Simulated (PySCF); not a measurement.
# Calculated properties of `FC(F)(CCCC([O-])=O)F`

Species: C₅H₆F₃O₂ (charge -1).
Cartesian coordinates in Å at the GFN2-xTB level; atoms count from 1:
```
atom  x, y, z in Å
O1     3.4509    0.3563   -0.3341
C2     2.2417    0.4289   -0.5650
O3     1.6003    1.3688   -1.0638
C4     1.4106   -0.8832   -0.1946
C5     0.0909   -0.5993    0.5155
C6    -0.8503    0.1563   -0.4240
C7    -2.0818    0.6522    0.2698
F8    -2.9261    1.3115   -0.5587
F9    -2.8389   -0.3479    0.7971
F10   -1.8516    1.4902    1.2926
H11    2.0508   -1.5021    0.4370
H12    1.2204   -1.4258   -1.1260
H13   -0.3795   -1.5322    0.8547
H14    0.2858    0.0198    1.3952
H15   -1.1708   -0.4824   -1.2500
H16   -0.2599    0.9977   -0.8258
```

Some functional groups and rings: carboxylate, CF3 group and C–F bond.

GFN2-xTB geometry:

```yaml
Point_group_of_the_GFN2-xTB_geometry: C1
Rotational_constants_A_B_C_of_the_GFN2-xTB_geometry: 2.974, 0.610, 0.570 GHz
```

**PBE0/pcSseg-1 ground state and GIAO shieldings, non-relativistic (PySCF)**

```yaml
HOMO_energy: -1.50 eV
LUMO_energy: 5.13 eV
HOMO–LUMO_gap: 6.63 eV
Lowest_Hirshfeld_atomic_charge: -0.43 e on O1
Highest_Hirshfeld_atomic_charge: +0.25 e on C7
13C_chemical_shifts_computed_TMS_as_zero_by_class: 172.3 (C2), 141.1 (C7), 40.3 (C4), 35.4 (C6), 26.0 (C5) ppm
1H_chemical_shifts_computed_TMS_as_zero_by_class: 4.66 (H15/H16), 1.63 (H13/H14), 1.55 (H11/H12) ppm
Isotropic_shieldings_of_nuclei_other_than_C_and_H_by_class: -16 (O1/O3), 257 (F8/F9/F10) ppm
Mayer_bond_orders_between_heavy_atoms: O1–C2 1.78, C2–O3 1.66, C2–C4 0.89, C4–C5 1.03, C5–C6 1.00, C6–C7 1.05, C7–F8 0.97, C7–F9 0.96, C7–F10 0.99
```

Monoisotopic mass of the ion (most abundant isotopes, electron mass counted): 155.0325 u.

With B = h/(8π²I), that is 505.379 GHz u Å² over I, the principal moments of inertia are 169.9, 828.2 and 887.3 u Å² (most abundant isotopes); the inertial defect Ic − Ia − Ib is -110.8 u Å² (zero for a rigid planar frame, negative otherwise). The rotational constants make it an asymmetric top with κ = (2B − A − C)/(A − C) = -0.97, nearer the prolate limit (−1).

Geometry: GFN2-xTB, one conformer, isolated ion. NMR classes are plain means over equivalent atoms (diastereotopic ones count apart unless rotation or inversion swaps them), as if these changed places fast; in this geometry the members of some classes differ. No diffuse functions stand in pcSseg-1, which bears on an anion's orbital energies.
